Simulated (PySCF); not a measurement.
B(Me)(SeH)2, SMILES CB([SeH])[SeH], B3LYP/def2-SVP optimised geometry. Atoms within 1.6 Å of the plane z = 0.0 Å (x, y, z in Å): B1 (0.14, -0.43, 0.00), C2 (1.72, -0.43, 0.00), H3 (2.10, 0.10, 0.89), H4 (2.10, 0.13, -0.87), H5 (2.16, -1.43, -0.02), Se6 (-0.92, 1.21, 0.00), H7 (0.23, 2.15, 0.00), Se8 (-0.77, -2.15, 0.00), H9 (-2.16, -1.65, 0.01).

Level of theory: B3LYP/def2-TZVP in PySCF. Cells within 0.4 Å of a nucleus heavier than hydrogen are left out (blank, or x).

Map of the log10 of the electron density (e/bohr³), floored at −4 on the plane z = 0.0 Å:

```
|000000000000000000000000000|
|000000000000000000000000000|
|000000000001111100000000000|
|000000011122222210000000000|
|000000122333444321000000000|
|000001233444555432100000000|
|000012345556677543100000000|
|000013456677777643210000000|
|000123456788777543211100000|
|0001234679xx876543332210000|
|0001234679xx866544444321000|
|000023456788766555555432100|
|000012345677776666666542100|
|000012344566777777776543100|
|0000123344567xx77xxx7543100|
|0001234445567xx778x87543100|
|000234566666776667777543100|
|001235677677776556787543100|
|001245787799876545676542100|
|0012356778xx976444555432000|
|0001345667xx976433333321000|
|000123456778765432222110000|
|000012345666654321110000000|
|000001234555544321000000000|
|000000123344433210000000000|
|000000012233322100000000000|
|000000001111111000000000000|
```
Scale: ten equal steps from -4.00 (start of '0') to 0.282 (end of '9'), in the order '0123456789'; x runs from -4.50 to 4.50, y from -4.50 (bottom) to 4.50 (top).
